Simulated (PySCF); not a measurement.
Electron correlation in P+ (phosphorus, charge +1)

[Ne] 3s2 3p2, high-spin 3P determinant. Computed with PySCF 2.14 in pcseg-2 (5s4p2d1f, 34 functions), with no relativity, point nucleus. Frozen: [Ne]; 4 electrons correlated.

MP2 pair energies summed by pair of shells (mhartree):

```tsv
pair	energy	share (%)
3s-3p	-36.66	62.0
3s-3s	-16.60	28.1
3p-3p	-5.91	10.0
```

Total MP2 correlation energy: -59.18 mhartree.

Same-spin part -9.61 and opposite-spin part -49.57 mhartree; SCS-MP2 scales them by 1/3 and 6/5 to -62.69 mhartree.

| level | correlation energy (mhartree) |
| --- | --- |
| CCSD | -78.58 |
| (T) | -1.95 |
| CCSD(T) | -80.53 |

Diagnostics: T1 = 0.0093, D1 = 0.0215, largest double amplitude 0.103.

Cost of the coupled-cluster step: 0.14 s of wall time on 1 thread of AMD EPYC 9R45 96-Core Processor (shared host), for 4 correlated electrons.

Iterations:

```
CC2 = 0
CCSD nocc = (np.int64(3), np.int64(1)), nmo = (29, 29)
frozen orbitals [[0, 1, 2, 3, 4], [0, 1, 2, 3, 4]]
max_cycle = 100
direct = 0
conv_tol = 1e-08
conv_tol_normt = 1e-06
diis_space = 8
diis_start_cycle = 0
Init t2, MP2 energy = -0.0591784124188552
Init E_corr(UCCSD) = -0.0591784124215853
cycle = 1  E_corr(UCCSD) = -0.072533056488162  dE = -0.0133546441  norm(t1,t2) = 0.0484923
cycle = 2  E_corr(UCCSD) = -0.0762924800728666  dE = -0.00375942358  norm(t1,t2) = 0.0187085
cycle = 3  E_corr(UCCSD) = -0.078582534086933  dE = -0.00229005401  norm(t1,t2) = 0.0085517
cycle = 4  E_corr(UCCSD) = -0.0785724585079516  dE = 1.0075579e-05  norm(t1,t2) = 0.00146476
cycle = 5  E_corr(UCCSD) = -0.0785854241891209  dE = -1.29656812e-05  norm(t1,t2) = 0.000211623
cycle = 6  E_corr(UCCSD) = -0.0785815737964892  dE = 3.85039263e-06  norm(t1,t2) = 3.88067e-05
cycle = 7  E_corr(UCCSD) = -0.0785831963803849  dE = -1.6225839e-06  norm(t1,t2) = 5.74418e-06
cycle = 8  E_corr(UCCSD) = -0.0785828410643097  dE = 3.55316075e-07  norm(t1,t2) = 1.2884e-06
cycle = 9  E_corr(UCCSD) = -0.0785828436160939  dE = -2.55178417e-09  norm(t1,t2) = 1.74814e-07
UCCSD converged
E(UCCSD) = -340.422971587211  E_corr = -0.07858284361609391
UCCSD(T) correction = -0.00195483706902513
```
